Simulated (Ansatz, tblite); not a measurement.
Removing an electron: (H3Sn)2S (Sn2H6S). Total charge 0; singlet. Geometry: r2SCAN-D4/def2-SVP. Ansatz, gas phase; energy differences of separate SCF runs; the oxidised species was run as a doublet alone.

```xyz
9

Sn   -0.581    0.209   -1.746
H     0.581    1.430   -2.059
H    -1.932    0.353   -2.782
H     0.147   -1.339   -1.879
S    -1.466    0.485    0.502
Sn    0.497   -0.182    1.776
H     0.155    0.258    3.391
H     0.732   -1.872    1.623
H     1.867    0.658    1.174
```

In the def2 sets Sn takes a core potential; there is no spin–orbit coupling. The xTB rows come from tblite.

```csv
level,−HOMO (eV),vertical IE (eV),−LUMO (eV),HOMO–LUMO gap (eV)
GFN1-xTB,10.83,14.05,5.95,4.88
PBE-D4/def2-TZVP,5.91,8.77,1.75,4.16
r2SCAN-D4/def2-TZVP,6.17,8.85,1.45,4.72
```

Estimate the rows for GFN2-xTB, PBE0-D4/def2-TZVP.


```csv
level,−HOMO (eV),vertical IE (eV),−LUMO (eV),HOMO–LUMO gap (eV)
GFN2-xTB,10.36,13.45,6.85,3.52
PBE0-D4/def2-TZVP,7.08,8.91,0.95,6.14
```

  Raw xTB energy differences between charge states are shifted by several eV; the methods need an empirical correction for them.
